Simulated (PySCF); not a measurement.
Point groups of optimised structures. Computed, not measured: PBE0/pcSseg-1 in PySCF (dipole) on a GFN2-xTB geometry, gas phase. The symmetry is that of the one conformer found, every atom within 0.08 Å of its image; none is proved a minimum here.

**Question.** `[CH:1]#[C:2][P:3]1(=[O:4])[CH2:5][CH2:6][O:7][CH2:8][CH2:9]1` with C2–P3–C5–C6 -64°, P3–C5–C6–O7 -58°, C5–C6–O7–C8 70°, C6–O7–C8–C9 -70°: symmetry, top, dipole?

**Answer.** Cs; asymmetric top; symmetry number 1; 2 operations, which sort the 18 atoms into 12 sets; dipole 3.91 D, in the ab plane, which is the mirror; A, B, C = 1922, 1241, 1113 MHz.

**Question.** `[CH3:1][C:2](=[O:3])[c:4]1[p:5][cH:6][cH:7][n:8]1[CH3:9]` with C1–C2–C4–P5 0°, H–C1–C2–O3 0° (nearest H), H–C9–N8–C7 0° (nearest H): symmetry, top, dipole?

**Answer.** Cs; asymmetric top; symmetry number 1; 2 operations, which sort the 17 atoms into 15 sets; dipole 2.42 D, in the ab plane, which is the mirror; heavy atoms equivalent by symmetry: none.

**Question.** `[CH3:1][CH2:2][CH2:3][N:4]([SiH3:5])[SiH3:6]` with C1–C2–C3–N4 180°, C2–C3–N4–Si5 82°, H–Si5–N4–C3 40° (nearest H), H–Si6–N4–C3 -40° (nearest H): symmetry, top, dipole?

**Answer.** Cs; asymmetric top; symmetry number 1; 2 operations, which sort the 19 atoms into 12 sets; dipole 0.81 D, in the ac plane, which is the mirror; heavy atoms equivalent by symmetry: Si5/Si6.

**Question.** `[CH:1]#[C:2][Si@H:3](/[CH:4]=[CH:5]\[CH3:6])[NH:7][CH3:8]` with C2–Si3–C4–C5 176°, C2–Si3–N7–C8 -60°: symmetry, top, dipole?

**Answer.** C1; asymmetric top; symmetry number 1; this conformer is chiral (no improper operation); dipole 1.21 D.

**Question.** What symmetry has `[CH3:1][S:2][SiH2:3][O:4][C:5]([CH3:6])=[O:7]` with C1–S2–Si3–O4 180°, S2–Si3–O4–C5 180°, Si3–O4–C5–C6 180°, H–C1–S2–Si3 60° (nearest H), H–C6–C5–O4 59° (nearest H)?

**Answer.** Cs; near-prolate asymmetric top; symmetry number 1; 2 operations, which sort the 15 atoms into 12 sets; dipole 0.78 D, in the ab plane, which is the mirror; heavy atoms equivalent by symmetry: none.
